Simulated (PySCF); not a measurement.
Computed IR spectrum (relative IR intensity) of a molecule C₃H₉NSi₂. The structure is a stationary point at B3LYP-D3(BJ)/def2-SVP. One conformer was computed; it need not be the lowest. The numbers are results of PySCF with B3LYP-D3(BJ)/def2-SVP, not measurements. Frequencies are harmonic and unscaled.

Lines under 2 % of the strongest are left out, and lines within 2 cm⁻¹ are merged.

```json
[
 {"ν (cm⁻¹)": "361", "relative intensity": "8.6"},
 {"ν (cm⁻¹)": "493", "relative intensity": "9.8"},
 {"ν (cm⁻¹)": "769", "relative intensity": "100"},
 {"ν (cm⁻¹)": "811", "relative intensity": "53"},
 {"ν (cm⁻¹)": "880", "relative intensity": "99"},
 {"ν (cm⁻¹)": "906", "relative intensity": "2.8"},
 {"ν (cm⁻¹)": "936", "relative intensity": "7.5"},
 {"ν (cm⁻¹)": "940", "relative intensity": "7.4"},
 {"ν (cm⁻¹)": "945", "relative intensity": "19"},
 {"ν (cm⁻¹)": "953", "relative intensity": "49"},
 {"ν (cm⁻¹)": "1153", "relative intensity": "3.0"},
 {"ν (cm⁻¹)": "1430", "relative intensity": "3.4"},
 {"ν (cm⁻¹)": "1447", "relative intensity": "5.9"},
 {"ν (cm⁻¹)": "2199", "relative intensity": "42"},
 {"ν (cm⁻¹)": "2209", "relative intensity": "16"},
 {"ν (cm⁻¹)": "2211", "relative intensity": "47"},
 {"ν (cm⁻¹)": "2222", "relative intensity": "66"},
 {"ν (cm⁻¹)": "2228", "relative intensity": "55"},
 {"ν (cm⁻¹)": "2381", "relative intensity": "4.1"},
 {"ν (cm⁻¹)": "3039", "relative intensity": "3.7"},
 {"ν (cm⁻¹)": "3045", "relative intensity": "3.9"},
 {"ν (cm⁻¹)": "3083", "relative intensity": "2.0"},
 {"ν (cm⁻¹)": "3100", "relative intensity": "2.3"}
]
```

Task: Identify the compound among the candidates.
A) N#CCC[SiH2][SiH3]
B) [SiH3]N[C@H]1C=C[SiH2]1
C) C#CC(N)([SiH3])[SiH3]
D) [SiH3]C1=CCN[SiH2]1

Result: A, N#CCC[SiH2][SiH3]
